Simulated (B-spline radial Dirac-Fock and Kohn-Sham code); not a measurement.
**The free iron atom: differential elastic cross section for electrons at 104 keV**

Method: relativistic (Dirac) partial waves in the static field of the Dirac-Fock atom with Furness-McCarthy exchange, without polarisation or absorption potentials. Computed with a radial finite-basis atomic code.

The run's input, task.json:

```json
{"items": [{
  "Z": 26,
  "q": 0,
  "cfg": [[1, 0, 2], [2, 0, 2], [2, 1, 6], [3, 0, 2], [3, 1, 6], [3, 2, 6], [4, 0, 2]],
  "A": 56,
  "rrms": 3.7377,
  "do": "elastic",
  "energies": [[104000.0, 0]],
  "theta": [0, 0.5, 1, 2, 4, 8, 12, 16, 24, 32, 45, 60, 75, 90, 105, 120, 135, 150, 165, 180]
}]}
```

Command: `python xray2_run.py task.json out`

```
θ (°)  dσ/dΩ (a₀²/sr)  Sherman function
    0             258             0.000
  0.5             129             0.000
    1            45.3             0.000
    2            10.3             0.000
    4            1.21             0.000
    8           0.107             0.000
   12          0.0249             0.000
   16         0.00846             0.000
   24         0.00182            -0.002
   32        0.000612            -0.005
   45        0.000170            -0.013
   60        5.85e-05            -0.026
   75        2.60e-05            -0.042
   90        1.37e-05            -0.057
  105        8.23e-06            -0.069
  120        5.48e-06            -0.074
  135        4.00e-06            -0.070
  150        3.20e-06            -0.055
  165        2.80e-06            -0.030
  180        2.68e-06             0.000
```

The total elastic cross section is 0.220 a₀², the first transport cross section 0.000589 a₀² and the second, weighted with (3/2) sin²θ, 0.00152 a₀². The mean deflection is ⟨1 − cos θ⟩ = 0.00268, and 0.018 % of the collisions scatter beyond 90°.
